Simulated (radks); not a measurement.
Q: All-electron atom: Ge2+ in [Ar] 3d10 4s2. Calculated with a radial shooting solver on a logarithmic mesh with Libxc functionals: non-relativistic Kohn-Sham, r2SCAN, spin-polarised, spherical densities, point nucleus; meta-GGA in the generalised Kohn-Sham scheme. Some entries of the table are withheld. Estimate them.

| orbital | occ. | eigenvalue (hartree) | r(max) (bohr) |
|---|---|---|---|
| 1s | 2 | (1) | 0.03159 |
| 2s | 2 | -50.31078 | 0.1794 |
| 2p | 6 | (2) | 0.1427 |
| 3s | 2 | (3) | (4) |
| 3p | 6 | (5) | 0.5472 |
| 3d | 10 | -1.86692 | 0.5050 |
| 4s | 2 | (6) | 1.707 |

A: 
(1) 1s eigenvalue (hartree): -398.8609
(2) 2p eigenvalue (hartree): -44.79653
(3) 3s eigenvalue (hartree): -6.90727
(4) 3s r(max) (bohr): 0.5508
(5) 3p eigenvalue (hartree): -5.05763
(6) 4s eigenvalue (hartree): -1.06838
